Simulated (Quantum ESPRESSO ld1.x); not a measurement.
The numbers below are computed, except where a source is named.
Task: Species: Br3+. Configuration: [Ar] 3d8 4s2 4p4 (not the ground configuration). Code: ld1.x of Quantum ESPRESSO 7.5. Model: scalar-relativistic Kohn-Sham, LDA (Slater exchange, Perdew-Wang correlation), spin-polarised, spherical densities, point nucleus; open shells are filled with parallel spins first. Some entries of the table are withheld. Estimate them.

orbital,occ.,eigenvalue (eV),r(max) (bohr),<r^2> (bohr^2)
1s up,1,-13369.273,0.02795,0.002467
1s down,1,-13368.985,0.02795,0.002467
2s up,1,-1807.901,0.1595,0.04249
2s down,1,-1805.374,0.1594,0.04243
2p up,3,-1604.791,0.1275,0.03357
2p down,3,-1602.745,0.1275,0.03351
3s up,1,-305.545,0.4804,0.3380
3s down,1,-301.934,0.4809,0.3391
3p up,3,-241.131,0.4754,0.3537
3p down,3,-237.521,0.4761,0.3552
3d up,5,-134.856,0.4176,0.3723
3d down,3,-131.043,0.4189,0.3759
4s up,1,-62.467,(1),2.353
4s down,1,-59.998,(2),2.394
4p up,3,-46.546,1.420,(3)
4p down,1,-44.273,1.430,(4)

Result: 
(1) 4s up r(max) (bohr): 1.290
(2) 4s down r(max) (bohr): 1.294
(3) 4p up <r^2> (bohr^2): 2.968
(4) 4p down <r^2> (bohr^2): 3.059
